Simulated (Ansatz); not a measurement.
Total energies of `[NH2][Sn][OH]`.

| atom | x (Å) | y (Å) | z (Å) |
| --- | --- | --- | --- |
| N1 | -0.888 | 0.085 | 0.574 |
| Sn2 | 0.468 | 1.370 | -0.199 |
| O3 | 1.626 | -0.002 | -1.042 |
| H4 | -1.688 | 0.385 | 1.110 |
| H5 | -0.874 | -0.921 | 0.489 |
| H6 | 1.355 | -0.917 | -0.933 |

Charge 0, multiplicity 1. Correlated methods include outer-core shells of Sn, which these sets cover unevenly. Sn: def2 effective core potential. Geometry: relaxed with PBE0-D4/def2-TZVP. It is one conformer, not always the lowest. Basis def2-TZVPP, the Gaussian-basis code of Ansatz.

RPA on PBE orbitals: Hartree–Fock energy of these orbitals -344.46546 Eh, correlation -1.14367 Eh (frozen core).

```tsv
functional	energy without D4 (Eh)	D4 term (kJ/mol)
LDA (SPW92)	-344.85782	–
PBE	-346.04503	-10.1
BLYP	-346.11813	-22.3
r2SCAN	-346.20285	-2.2
B97M-V	-346.15331	–
B3LYP	-346.26870	-16.6
r2SCANh	-346.18122	-2.4
r2SCAN0	-346.14990	-2.6
HSE06 (plane-wave form)	-346.04062	-7.9
CAM-B3LYP	-346.12732	-8.6
LC-ωPBE	-346.13864	–
ωB97X-V	-346.12244	–
ωB97M-V	-346.09706	–
B2PLYP	-345.89367	–
```

Task: Give the same for revPBE, PBE0, BHLYP, PBE-QIDH. (Best estimate.)

Result: Ansatz gave: 
| functional | energy without D4 (Eh) | D4 term (kJ/mol) |
| --- | --- | --- |
| revPBE | -346.19785 | -29.0 |
| PBE0 | -346.04834 | -8.4 |
| BHLYP | -346.04631 | -13.7 |
| PBE-QIDH | -345.83192 | – |

B3LYP takes the VWN-RPA correlation (the form of Gaussian; ORCA's B3LYP/G). HSE06 is the plane-wave form, built on full-range PBE exchange. The double hybrids freeze the cores in their second-order part.

LC-ωPBE has ω = 0.4 bohr⁻¹.
